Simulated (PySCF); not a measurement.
# C7H16N2: full NMR table

| Item | Value |
| --- | --- |
| Formula | C7H16N2 |
| SMILES | C[C@H]1CCCN(C)N1C |
| InChI | InChI=1S/C7H16N2/c1-7-5-4-6-8(2)9(7)3/h7H,4-6H2,1-3H3/t7-/m0/s1 |
| Point group of the computed structure | C1 |
| Degrees of unsaturation | 1 |
| Carbon signals | 7 |
| Proton signals | 10 |

Atoms are numbered as in `[CH3:1][C@H:2]1[CH2:3][CH2:4][CH2:5][N:6]([CH3:7])[N:8]1[CH3:9]` (H(Xn): hydrogen on atom n). Ha(C3), Ha(C4), Ha(C5) are cis to C1 on the ring; Hb(C3), Hb(C4), Hb(C5) are trans to C1 on the ring.

Equivalent nuclei averaged, no solvent, one computed conformer, non-relativistic Hamiltonian. Coordinates at the GFN2-xTB level; GIAO PBE0/pcSseg-1 shieldings; PySCF 2.14.

Chemical shifts δ = σref − σ; 1H (σref 31.72), 13C (σref 186.93) against TMS; 15N (σref 267.73) against NH3, all at this level.

| carbon | δC, type | δH (multiplicity) | HMBC from (2–3 bonds) | span of the C tensor (ppm) |
| --- | --- | --- | --- | --- |
| C1 | 22.7, CH3 | 1.00 (d) | H(C2), Ha(C3), Hb(C3) | 38 |
| C2 | 48.8, CH | 3.19 (m) | H(C9), Hb(C4), Ha(C3), Ha(C4), Hb(C3), H(C1) | 27 |
| C3 | 26.3, CH2 | Hb(C3) 1.01 (m); Ha(C3) 1.60 (m) | Ha(C5), H(C2), Hb(C5), Hb(C4), Ha(C4), H(C1) | 25 |
| C4 | 21.7, CH2 | Ha(C4) 1.14 (m); Hb(C4) 1.98 (m) | Ha(C5), H(C2), Hb(C5), Ha(C3), Hb(C3) | 24 |
| C5 | 44.9, CH2 | Ha(C5) 3.24 (m); Hb(C5) 2.30 (m) | H(C7), Hb(C4), Ha(C3), Ha(C4), Hb(C3) | 31 |
| C7 | 43.2, CH3 | 2.78 (s) | Ha(C5), Hb(C5) | 82 |
| C9 | 37.3, CH3 | 2.65 (s) | H(C2) | 66 |

Other nuclei:
```csv
atoms,nucleus,environment,δ (ppm),σ (ppm)
N8,15N,nitrogen bonded to O or N,98.4,169.3
N6,15N,nitrogen bonded to O or N,94.7,173.0
```

Carbon types of the structure: 1 × CH, 3 × CH2, 3 × CH3, which accounts for all hydrogens. δC 48.8: sp3 CH bonded to N; the inductive effect lowers its shielding. δC 44.9: sp3 CH2 bonded to N; pulled downfield by the heteroatom. δC 43.2, 37.3: methyl carbon bonded to N; the inductive effect lowers its shielding. δH 3.19: hydrogen on an sp3 CH bonded to N; its carbon carries N, which withdraws density. δH 2.78, 2.65: hydrogen on a methyl carbon bonded to N; its carbon carries N, hence the downfield position.

Shifts are as computed. Against solution values, carbons near 30 ppm lie about +3 ppm off and those near 130 ppm about +5 ppm. Of 1211 compounds with measured shifts, 218 miss one by over three times the rms of a fit or turn the order of signals round; such compounds aren't used in these exercises. Experimental scales use liquid or dissolved standards, which lie at an offset from isolated NH3 (liquid NH3: subtract about 20 ppm). Multiplicities follow the n + 1 count of equivalent neighbours, as no J values were calculated; m marks all less simple cases, F and P coupling included.
